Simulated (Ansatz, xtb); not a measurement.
## C4HFN2S: which of two isomers lies lower

Structure X: `N#Cc1ncsc1F`, a singlet. Structure Y: `N#Cc1csnc1F`, a singlet. Both are isolated molecules in the gas phase, relaxed with r2SCAN-D4/def2-SVP.

Quicker runs give these differences E(Y) − E(X): GFN2-xTB −3.6 kcal/mol; HF/STO-3G +2.6 kcal/mol (at GFN2-xTB geometries); r2SCAN-D4/def2-SVP//GFN2-xTB −4.7 kcal/mol.

Q: Estimate which is lower in electronic energy at CCSD(T)/def2-SVP + ΔMP2/def2-TZVPP, and by roughly how much.

A: The CCSD(T)/def2-SVP + ΔMP2/def2-TZVPP calculation puts structure Y lower, by 8.5 kcal/mol.

The same difference at several levels:

| level | geometry | E(Y) − E(X) (kcal/mol) | departure from the last row (kcal/mol) | job, with rough time for the two |
| --- | --- | --- | --- | --- |
| GFN2-xTB | GFN2-xTB | −3.6 | +4.9 | optimisation, 0.27 s |
| HF/STO-3G | GFN2-xTB | +2.6 | +11.1 | single point, 0.74 s |
| r2SCAN-D4/def2-SVP//GFN2-xTB | GFN2-xTB | −4.7 | +3.8 | single point, 4.8 s |
| r2SCAN-D4/def2-SVP | r2SCAN-D4/def2-SVP | −5.0 | +3.5 | optimisation, 47 s |
| HF/def2-SVP | r2SCAN-D4/def2-SVP | −6.1 | +2.4 | part of the CCSD(T) run |
| MP2/def2-SVP | r2SCAN-D4/def2-SVP | −4.7 | +3.8 | part of the CCSD(T) run |
| CCSD(T)/def2-SVP | r2SCAN-D4/def2-SVP | −4.6 | +3.9 | single point |
| CCSD(T)/def2-SVP + ΔMP2/def2-TZVPP | r2SCAN-D4/def2-SVP | −8.5 |  | single point, 76 s |

As drawn, Y has 1 C∷C, 1 N∷S in place of 1 C∷N, 1 C∷S (∷ is an aromatic bond).

HF/STO-3G puts the two in the other order. The largest departure from CCSD(T)/def2-SVP + ΔMP2/def2-TZVPP is that of HF/STO-3G, 11.1 kcal/mol. The last row adds to CCSD(T) the change of the MP2 difference between the two basis sets, here −3.9 kcal/mol, a large step that makes the value less sure.

With thermal terms from frequencies at re-optimised GFN2-xTB minima (ideal gas, soft modes damped towards free rotors, one conformer each, 298.15 K, 1 atm): the zero-point term adds 0.0 kcal/mol; ΔH is −8.5 and ΔG −8.4 kcal/mol.

The correlated steps freeze 12 core orbitals. Programs: Ansatz 0.2.0, xtb 6.7.1; the last row on 2 threads of Intel(R) Xeon(R) Processor @ 2.70GHz on a shared host.
